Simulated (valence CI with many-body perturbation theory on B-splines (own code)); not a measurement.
Cs⁴⁺: calculated level list

Computed by relativistic CI+MBPT: five valence electrons over a frozen Dirac-Fock core [Kr] 4d10, radial functions for each j: 9 s, 9 p, 8 d, 6 f, 3 g, 1 h, with the one-electron correlation potential Σ1 (screened to all orders), the two-electron term Σ2, the three-electron term Σ3, Breit, model QED; selected single and double excitations, second order for the rest, scaled by the run's own slope (own B-spline code, finite nucleus).

Set against measurement, 27 paired levels are off by 208 cm⁻¹ on average, the worst by 622. These come from a selection out of Sansonetti, J. Phys. Chem. Ref. Data 38, 761 (2009). Levels without a partner in it may be off by more, other configurations by several thousand cm⁻¹. Among the levels kept, up to 590 cm⁻¹ of a level comes from second order outside the variational space, and about a tenth of that is noise between levels of different J, which matters for small intervals. 4 measured levels below the end of the list, from 158249 cm⁻¹ on, found no clear computed partner, and computed levels of the same name lie up to 507 cm⁻¹ from them.

Levels 1 to 45 of 56, with energies above the lowest level, 5s2 5p3 4S°_3/2. "Leading %" is the weight of the configuration and term that name the level; weights of strongly mixed levels are sums over their largest components and can fall short. In the jj column 3d3/2^4 stands for four electrons in 3d with j = 3/2.

| No. | Configuration | Term | J | E (eV) | Leading % | g | Second component | Leading jj |
| --- | --- | --- | --- | --- | --- | --- | --- | --- |
| 1 | 5s2 5p3 | 4S° | 3/2 | 0.000 | 76 | 1.829 | 15 % 5s2 5p3 2P° | 5s^2 5p1/2^2 5p3/2 (65 %) |
| 2 | 5s2 5p3 | 2D° | 3/2 | 1.880 | 69 | 1.050 | 14 % 5s2 5p3 4S° | 5s^2 5p1/2 5p3/2^2 (70 %) |
| 3 | 5s2 5p3 | 2D° | 5/2 | 2.538 | 96 | 1.200 |  | 5s^2 5p1/2 5p3/2^2 (96 %) |
| 4 | 5s2 5p3 | 2P° | 1/2 | 3.980 | 95 | 0.665 |  | 5s^2 5p1/2 5p3/2^2 (95 %) |
| 5 | 5s2 5p3 | 2P° | 3/2 | 5.253 | 68 | 1.256 | 21 % 5s2 5p3 2D° | 5s^2 5p3/2^3 (88 %) |
| 6 | 5s 5p4 | 4P | 5/2 | 14.082 | 83 | 1.575 | 8 % 5s2 5p2 5d 4P | 5s 5p1/2^2 5p3/2^2 (76 %) |
| 7 | 5s 5p4 | 4P | 3/2 | 15.232 | 81 | 1.682 | 9 % 5s2 5p2 5d 4P | 5s 5p1/2 5p3/2^3 (61 %) |
| 8 | 5s 5p4 | 4P | 1/2 | 15.563 | 80 | 2.611 | 9 % 5s2 5p2 5d 4P | 5s 5p1/2^2 5p3/2^2 (41 %) |
| 9 | 5s 5p4 | 2D | 3/2 | 17.335 | 59 | 0.918 | 13 % 5s2 5p2 5d 2D | 5s 5p1/2 5p3/2^3 (40 %) |
| 10 | 5s 5p4 | 2D | 5/2 | 17.874 | 70 | 1.224 | 18 % 5s2 5p2 5d 2D | 5s 5p1/2 5p3/2^3 (67 %) |
| 11 | 5s2 5p2 5d | 2P | 3/2 | 19.209 | 29 | 1.037 | 17 % 5s2 5p2 5d 4F | 5s^2 5p1/2^2 5d3/2 (42 %) |
| 12 | 5s2 5p2 5d | 4F | 3/2 | 19.573 | 60 | 0.725 | 15 % 5s 5p4 2P | 5s^2 5p1/2 5p3/2 5d3/2 (40 %) |
| 13 | 5s 5p4 | 2P | 1/2 | 19.629 | 29 | 1.070 | 29 % 5s2 5p2 5d 2P | 5s 5p1/2 5p3/2^3 (27 %) |
| 14 | 5s2 5p2 5d | 4F | 5/2 | 19.871 | 62 | 1.117 | 21 % 5s2 5p2 5d 4D | 5s^2 5p1/2^2 5d5/2 (53 %) |
| 15 | 5s2 5p2 5d | 2F | 5/2 | 20.673 | 67 | 0.944 | 18 % 5s2 5p2 5d 4F | 5s^2 5p1/2 5p3/2 5d3/2 (78 %) |
| 16 | 5s2 5p2 5d | 4F | 7/2 | 20.721 | 78 | 1.258 | 14 % 5s2 5p2 5d 4D | 5s^2 5p1/2 5p3/2 5d5/2 (76 %) |
| 17 | 5s2 5p2 5d | 4D | 1/2 | 21.015 | 65 | 0.584 | 18 % 5s 5p4 2S | 5s^2 5p1/2 5p3/2 5d3/2 (61 %) |
| 18 | 5s2 5p2 5d | 2F | 7/2 | 21.161 | 50 | 1.234 | 34 % 5s2 5p2 5d 4D | 5s^2 5p1/2 5p3/2 5d3/2 (47 %) |
| 19 | 5s2 5p2 5d | 4D | 3/2 | 21.312 | 76 | 1.137 | 9 % 5s2 5p2 5d 4F | 5s^2 5p1/2 5p3/2 5d3/2 (44 %) |
| 20 | 5s2 5p2 5d | 4F | 9/2 | 21.384 | 77 | 1.291 | 18 % 5s2 5p2 5d 2G | 5s^2 5p1/2 5p3/2 5d5/2 (73 %) |
| 21 | 4f 5s2 5p2 | 4G° | 5/2 | 21.445 | 61 | 0.736 | 10 % 4f 5s2 5p2 2F° | 4f5/2 5s^2 5p1/2^2 (78 %) |
| 22 | 5s2 5p2 5d | 4D | 5/2 | 21.744 | 51 | 1.222 | 22 % 5s2 5p2 5d 2F | 5s^2 5p1/2 5p3/2 5d5/2 (63 %) |
| 23 | 5s 5p4 | 2S | 1/2 | 21.767 | 29 | 1.080 | 22 % 5s2 5p2 5d 2P | 5s^2 5p3/2^2 5d5/2 (40 %) |
| 24 | 4f 5s2 5p2 | 4G° | 7/2 | 21.775 | 37 | 1.128 | 20 % 4f 5s2 5p2 4D° | 4f7/2 5s^2 5p1/2^2 (74 %) |
| 25 | 4f 5s2 5p2 | 2G° | 7/2 | 22.620 | 42 | 0.990 | 41 % 4f 5s2 5p2 4G° | 4f5/2 5s^2 5p1/2 5p3/2 (80 %) |
| 26 | 4f 5s2 5p2 | 2D° | 5/2 | 22.746 | 50 | 1.034 | 25 % 4f 5s2 5p2 4G° | 4f5/2 5s^2 5p1/2 5p3/2 (84 %) |
| 27 | 4f 5s2 5p2 | 4G° | 9/2 | 22.809 | 82 | 1.183 | 10 % 4f 5s2 5p2 4F° | 4f7/2 5s^2 5p1/2 5p3/2 (74 %) |
| 28 | 5s2 5p2 5d | 4D | 7/2 | 22.843 | 36 | 1.183 | 28 % 5s2 5p2 5d 2G | 5s^2 5p3/2^2 5d5/2 (43 %) |
| 29 | 4f 5s2 5p2 | 4D° | 7/2 | 22.946 | 49 | 1.175 | 38 % 4f 5s2 5p2 2G° | 4f7/2 5s^2 5p1/2 5p3/2 (73 %) |
| 30 | 4f 5s2 5p2 | 4F° | 3/2 | 23.190 | 52 | 0.688 | 25 % 4f 5s2 5p2 4D° | 4f5/2 5s^2 5p1/2 5p3/2 (93 %) |
| 31 | 4f 5s2 5p2 | 4D° | 5/2 | 23.227 | 53 | 1.263 | 26 % 4f 5s2 5p2 2D° | 4f7/2 5s^2 5p1/2 5p3/2 (83 %) |
| 32 | 4f 5s2 5p2 | 2G° | 9/2 | 23.244 | 61 | 1.171 | 28 % 4f 5s2 5p2 4F° | 4f7/2 5s^2 5p1/2 5p3/2 (55 %) |
| 33 | 5s2 5p2 5d | 4P | 5/2 | 23.309 | 68 | 1.523 | 9 % 5s2 5p2 5d 4D | 5s^2 5p1/2 5p3/2 5d5/2 (37 %) |
| 34 | 4f 5s2 5p2 | 4G° | 11/2 | 23.400 | 81 | 1.246 | 14 % 4f 5s2 5p2 2H° | 4f7/2 5s^2 5p1/2 5p3/2 (69 %) |
| 35 | 5s 5p4 | 2P | 3/2 | 23.417 | 38 | 1.202 | 20 % 5s2 5p2 5d 2P | 5s 5p1/2^2 5p3/2^2 (27 %) |
| 36 | 5s2 5p2 5d | 2G | 7/2 | 23.492 | 52 | 1.036 | 31 % 5s2 5p2 5d 2F | 5s^2 5p3/2^2 5d5/2 (51 %) |
| 37 | 5s2 5p2 5d | 4P | 3/2 | 23.610 | 55 | 1.580 | 24 % 5s2 5p2 5d 2P | 5s^2 5p1/2 5p3/2 5d3/2 (37 %) |
| 38 | 5s2 5p2 5d | 4P | 1/2 | 23.759 | 62 | 2.291 | 13 % 5s2 5p2 5d 2P | 5s^2 5p1/2 5p3/2 5d3/2 (68 %) |
| 39 | 4f 5s2 5p2 | 4D° | 3/2 | 23.802 | 58 | 1.045 | 24 % 4f 5s2 5p2 2D° | 4f5/2 5s^2 5p1/2 5p3/2 (48 %) |
| 40 | 4f 5s2 5p2 | 4F° | 7/2 | 23.851 | 49 | 1.185 | 40 % 4f 5s2 5p2 2F° | 4f7/2 5s^2 5p1/2 5p3/2 (67 %) |
| 41 | 4f 5s2 5p2 | 4F° | 5/2 | 23.868 | 45 | 1.031 | 30 % 4f 5s2 5p2 2F° | 4f5/2 5s^2 5p1/2 5p3/2 (76 %) |
| 42 | 4f 5s2 5p2 | 4D° | 1/2 | 23.873 | 87 | 0.056 | 8 % 4f 5s2 5p2 2P° | 4f5/2 5s^2 5p1/2 5p3/2 (60 %) |
| 43 | 5s2 5p2 5d | 2G | 9/2 | 23.907 | 76 | 1.154 | 18 % 5s2 5p2 5d 4F | 5s^2 5p3/2^2 5d5/2 (72 %) |
| 44 | 5s2 5p2 5d | 2D | 3/2 | 24.257 | 64 | 0.963 | 9 % 5s2 5p2 5d 4P | 5s^2 5p1/2 5p3/2 5d5/2 (53 %) |
| 45 | 4f 5s2 5p2 | 2D° | 3/2 | 24.443 | 59 | 0.701 | 30 % 4f 5s2 5p2 4F° | 4f7/2 5s^2 5p1/2 5p3/2 (34 %) |

Names give the largest LS component (configuration and term), which can be under half, so a name can repeat, a term be missing and a line seem to break the LS rules; names also repeat where a configuration has a term twice.

The ionisation energy to 5s2 5p2 3P_0 of the next ion comes out as 56.633 eV (NIST: 56 ± 1.9 eV (theoretical)). All 56 levels together are meant to be complete up to 25.661 eV.
